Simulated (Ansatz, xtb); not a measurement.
Ranking isomers of C4H5FOSi

7 gas-phase structures of C4H5FOSi, from a drawn sample of its isomers (lower ones may exist). Each was relaxed with GFN2-xTB; where two conformers were screened, the lower at r2SCAN-D4/def2-SVP is listed:

A. `Fc1coc([SiH3])c1`, a singlet
B. `FC1=CO[SiH2]C=C1`, a singlet
C. `CC#CC(=O)[SiH2]F`, a singlet
D. `C=C1O[SiH2]C=C1F`, a singlet
E. `CC1=C[Si@H](F)C1=O`, a singlet
F. `O=C1C=C([SiH2]F)C1`, a singlet
G. `O=C1C=CC[Si@@H]1F`, a singlet

Which do you expect lowest at r2SCAN-D4/def2-SVP, and how would the others follow?

Calculated order at r2SCAN-D4/def2-SVP: G (0.000), E (0.416), F (0.973), D (1.028), B (1.138), C (1.733), A (1.999) eV.

Energies above the lowest of each column, in eV; the last columns are at B3LYP/def2-SVP geometries and were run for some of them only (a dash: not run or not comparable):

| structure | GFN2-xTB | HF/STO-3G | r2SCAN-D4/def2-SVP | B3LYP/def2-SVP | CCSD(T)/def2-SVP + ΔMP2/def2-TZVPP |
| --- | --- | --- | --- | --- | --- |
| G | 0.065 | 0.000 | 0.000 | 0.000 | 0.000 |
| E | 0.667 | 1.003 | 0.416 | 0.380 | 0.378 |
| F | 0.335 | 1.330 | 0.973 | 0.881 | 0.885 |
| D | 0.072 | 0.546 | 1.028 | – | – |
| B | 0.000 | 0.520 | 1.138 | – | – |
| C | 0.868 | 2.103 | 1.733 | – | – |
| A | 0.648 | 0.409 | 1.999 | – | – |

CCSD(T)/def2-SVP + ΔMP2/def2-TZVPP puts G lowest of those it was run on; GFN2-xTB picks B. Flexible structures stand in one conformer each, not always the lowest. Frequencies (GFN2-xTB) were run for E, F, G alone. ΔMP2 is the change of the MP2 energy from the smaller to the larger basis.

Over these structures GFN2-xTB departs from r2SCAN-D4/def2-SVP by 0.475 eV on average once a common shift is removed. A GFN2-xTB relaxation took about 0.16 s and the r2SCAN-D4/def2-SVP energy about 2.9 s on a shared host (Ansatz 0.2.0, xtb 6.7.1).
